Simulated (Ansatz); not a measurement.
Reaction (hydrogenolysis of a C–F bond): `FC1[C@@H](F)C[C@@H]1F` + H₂ → `F[C@H]1C[C@@H](F)C1` + H–F

Isolated molecules relaxed with PBE0-D4/def2-TZVP in Ansatz; ΔE leaves out vibrations. CCSD(T)/CBS adds triple-zeta CCSD(T) − MP2 to the extrapolated MP2 energy (def2 sets, frozen cores). This one scheme is used for every species. Functionals use def2-TZVPP. B3LYP here is the variant with VWN-RPA as its local correlation; programs differ in this.

| level | ΔE (kJ/mol) |
| --- | --- |
| B3LYP-D4 | -107.9 |
| ωB97M-V | -109.1 |
| PBE0 | -116.9 |
| HF/def2-TZVPP | -114.9 |
| MP2/def2-TZVPP | -124.8 |
| CCSD(T)/def2-TZVPP | -116.4 |
| HF/def2-QZVPP | -115.8 |
| CCSD/CBS(def2) | -123.2 |

Problem. What does CCSD(T)/CBS give? (Estimate.)

Solution. The calculation gave: -120.7 kJ/mol. The listed levels differ from it by 12.8, 11.6, 3.8, 5.8, -4.1, 4.3, 4.9, -2.5 kJ/mol.

Largest T1 diagnostic among the species: 0.011.

From PBE to PBE0 (25 % exact exchange), in def2-TZVPP and without D4, ΔE moves by −7.1 kJ/mol.

CCSD(T)/CBS has its own doubt, a few kJ/mol and more with outer-core shells, so smaller differences from it don't rank the levels.
